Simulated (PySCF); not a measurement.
A series of related molecules.

All values: CAM-B3LYP/def2-SVPD (PySCF) at PBE0-D3(BJ)/def2-SVP geometries, gas phase, one conformer each. Core orbitals are frozen in the response; Δα² is half the sum of the squared differences of the principal polarisabilities.

Question: Rank by HOMO energy, lowest first.
A. `CB(C)CB(F)F`
B. `B(F)(F)CB(O)O`
C. `C(CC)B(F)F`
D. `FB(F)Cn1cccc1`
E. `C=C(C)CB(F)F`
F. `CC(C)OCB(F)F`

Answer: B (-11.15 eV), C (-10.89 eV), A (-10.33 eV), F (-8.98 eV), E (-8.60 eV), D (-7.51 eV).

Question: Rank by vertical ionisation energy (ΔSCF), highest first.
A. `CC(C)OCB(F)F`
B. `C=C(C)CB(F)F`
C. `CB(F)F`
D. `CCCB(F)F`
E. `FB(F)Cn1cccc1`
F. `OB(O)CB(F)F`

Answer: C (13.20 eV), F (12.16 eV), D (11.82 eV), A (9.78 eV), B (9.44 eV), E (8.27 eV).

Question: Rank by polarisability anisotropy Δα, lowest first.
A. `CB(F)F`
B. `[CH3:1][CH:2]([CH3:3])[O:4][CH2:5][B:6]([F:7])[F:8]` with C1–C2–O4–C5 81°, C2–O4–C5–B6 71°, O4–C5–B6–F7 3°
C. `[CH3:1][B:2]([CH3:3])[CH2:4][B:5]([F:6])[F:7]` with C1–B2–C4–B5 95°, B2–C4–B5–F6 -94°
D. `[OH:1][B:2]([OH:3])[CH2:4][B:5]([F:6])[F:7]` with H–O1–B2–O3 1°, O1–B2–O3–H 0°, O1–B2–C4–B5 94°, B2–C4–B5–F6 92°
E. `[CH2:1]=[C:2]([CH3:3])[CH2:4][B:5]([F:6])[F:7]` with C1–C2–C4–B5 -97°, C2–C4–B5–F6 -69°
F. `[F:1][B:2]([F:3])[CH2:4][n:5]1[cH:6][cH:7][cH:8][cH:9]1` with F1–B2–C4–N5 -1°, B2–C4–N5–C6 -79°

Answer: A (0.74 Å³), D (1.40 Å³), C (1.71 Å³), B (2.02 Å³), E (2.76 Å³), F (4.69 Å³).

All values together:

| SMILES | formula | μ (D) | HOMO (eV) | LUMO (eV) | α (Å³) | Δα (Å³) | electrons | α per electron (Å³) | ΔSCF removal energy (eV) |
| --- | --- | --- | --- | --- | --- | --- | --- | --- | --- |
| CB(F)F | CH3BF2 | 1.73 | -11.87 | 0.83 | 4.09 | 0.74 | 32 | 0.128 | 13.20 |
| CCCB(F)F | C3H7BF2 | 1.76 | -10.89 | 0.88 | 7.58 | 1.78 | 48 | 0.158 | 11.82 |
| FB(F)Cn1cccc1 | C5H6BF2N | 1.82 | -7.51 | 0.73 | 11.31 | 4.69 | 66 | 0.171 | 8.27 |
| C=C(C)CB(F)F | C4H7BF2 | 1.61 | -8.60 | 0.77 | 9.29 | 2.76 | 54 | 0.172 | 9.44 |
| CB(C)CB(F)F | C3H8B2F2 | 1.92 | -10.33 | 0.13 | 9.46 | 1.71 | 54 | 0.175 | 11.12 |
| OB(O)CB(F)F | CH4B2F2O2 | 3.54 | -11.15 | 0.03 | 6.98 | 1.40 | 54 | 0.129 | 12.16 |
| CC(C)OCB(F)F | C4H9BF2O | 1.50 | -8.98 | 0.83 | 10.00 | 2.02 | 64 | 0.156 | 9.78 |

Conformers: `[CH3:1][CH2:2][CH2:3][B:4]([F:5])[F:6]` with C1–C2–C3–B4 180°, C2–C3–B4–F5 -177°; `[F:1][B:2]([F:3])[CH2:4][n:5]1[cH:6][cH:7][cH:8][cH:9]1` with F1–B2–C4–N5 -1°, B2–C4–N5–C6 -79°; `[CH2:1]=[C:2]([CH3:3])[CH2:4][B:5]([F:6])[F:7]` with C1–C2–C4–B5 -97°, C2–C4–B5–F6 -69°; `[CH3:1][B:2]([CH3:3])[CH2:4][B:5]([F:6])[F:7]` with C1–B2–C4–B5 95°, B2–C4–B5–F6 -94°; `[OH:1][B:2]([OH:3])[CH2:4][B:5]([F:6])[F:7]` with H–O1–B2–O3 1°, O1–B2–O3–H 0°, O1–B2–C4–B5 94°, B2–C4–B5–F6 92°; `[CH3:1][CH:2]([CH3:3])[O:4][CH2:5][B:6]([F:7])[F:8]` with C1–C2–O4–C5 81°, C2–O4–C5–B6 71°, O4–C5–B6–F7 3°.

Question: By how much does the ΔSCF value exceed −ε(HOMO) over the species that have both?

Answer: By 0.76 to 1.33 eV, 0.92 eV on average, over 7 species.
